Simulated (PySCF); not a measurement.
**AsBr⁻: from constants to spectrum**

UHF-SCS-MP2 constants of AsBr⁻, ²Π (doublet), unpaired electrons π ↑ (basis As def2-TZVPPD, Br def2-TZVPPD; no relativity; PySCF 2.14; masses 74.9216 and 78.9183 u):

```
ωe             : 240.9 cm⁻¹
ωexe           : 0.871 cm⁻¹
Be             : 0.073347 cm⁻¹
αe             : 0.000344 cm⁻¹
De to As + Br⁻ : 0.295 eV
```

Problem. What force constant and bond length do these constants imply?

Solution. Reduced mass μred = 38.434 u; k = 5.8918×10⁻⁷·μred·ωe² (u, cm⁻¹, mdyn/Å) = 1.31 mdyn/Å; Re = √(16.8576/(μred·Be)) (u, cm⁻¹, Å) = 2.445 Å.

Problem. Estimate the centrifugal constant D from the Kratzer relation and find the Dunham coefficient a1.

Solution. D = 4Be³/ωe² = 2.72e-08 cm⁻¹; a1 = −1 − αeωe/(6Be²) = -3.57.

Correlated steps freeze 18 core orbitals. The bond is weak. Basis-set superposition, not corrected here, can be much of De in a small basis, most of all at correlated wavefunction levels. Spin–orbit coupling is left out. For an ion De counts to the pair picked by the measured ionisation energies or electron affinities, which need not be the lowest pair at this level. The state was picked by a PBE0 search and need not be the measured ground state.
